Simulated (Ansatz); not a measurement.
Input file for CH$_{4}$F$_{2}$SSi (`FC[SiH](F)S`):

```yaml
crystal:
  periodic: [false, false, false]
  atoms:
    - {symbol: F, position_ang: [1.218530, -0.961854, 1.005416]}
    - {symbol: C, position_ang: [1.134739, -0.084832, -0.071610]}
    - {symbol: Si, position_ang: [-0.667758, 0.198881, -0.549799]}
    - {symbol: F, position_ang: [-1.165290, -1.083681, -1.362246]}
    - {symbol: S, position_ang: [-1.817987, 0.532325, 1.189180]}
    - {symbol: H, position_ang: [1.703191, -0.512536, -0.904360]}
    - {symbol: H, position_ang: [1.607913, 0.859927, 0.216550]}
    - {symbol: H, position_ang: [-0.814003, 1.373622, -1.437766]}
    - {symbol: H, position_ang: [-1.110933, -0.367954, 1.897534]}
basis:
  gaussian: {orbitals: def2-SVP}
correlation: {method: ccsd_t}
```

```sh
$ ansatz run in.yaml --threads 4 --pin off --events-out ev --progress --plain
```

The program prints (abridged):

```
Functional definition: HF
934 factors; integrals over basis functions are off by at most 1.2e-3 eV
mean field evaluation 1: about -25173.7875 eV, gradient 3.2e1 eV
mean field evaluation 2: about -25173.8341 eV, gradient 3.2e1 eV
mean field evaluation 4: about -25176.2216 eV, gradient 3.1e0 eV
mean field evaluation 8: about -25176.2586 eV, gradient 1.5e-1 eV
mean field evaluation 16: about -25176.2013 eV, gradient 5.6e-1 eV
mean field -25176.25871980 eV, -925.2104428714 hartree, gradient 8.1e-6 eV, S^2 0.000000; 0 other end points of the search recorded, 0 dependent functions left out
13 core orbitals not correlated: weight in the atoms' cores, before any rotation towards them, 1.000 or more for the frozen orbitals, at most 0.000 for the correlated occupied ones
reference -25176.25871980 eV, -925.2104428714 hartree; 16, 16 occupied and 69, 69 virtual orbitals, 934 factors
second order -19.89653814 eV of doubles, -0.00000000 eV of singles
cycle   1  -20.53951478 eV  change   -6.4e-1 eV  update   9.9e-2
cycle   2  -21.00122516 eV  change   -4.6e-1 eV  update   2.8e-2
cycle   3  -21.11873583 eV  change   -1.2e-1 eV  update   1.4e-2
cycle   4  -21.11546596 eV  change    3.3e-3 eV  update   2.7e-3
cycle   5  -21.11416437 eV  change    1.3e-3 eV  update   1.1e-3
cycle   6  -21.11423802 eV  change   -7.4e-5 eV  update   3.3e-4
cycle   7  -21.11409474 eV  change    1.4e-4 eV  update   1.1e-4
cycle   8  -21.11404308 eV  change    5.2e-5 eV  update   3.9e-5
cycle   9  -21.11405562 eV  change   -1.3e-5 eV  update   1.5e-5
perturbative correction -0.45335229 eV, -0.0166603895 hartree
Total energy: -25197.82612771 eV, -926.0030304935 hartree
```

Run time 3.7 s (4 threads of a server CPU on a shared host); peak host memory 0.38 GiB.

The correlation energy is -21.567 eV, 2.1 % of it from (T); the T1 diagnostic reads 0.0111.
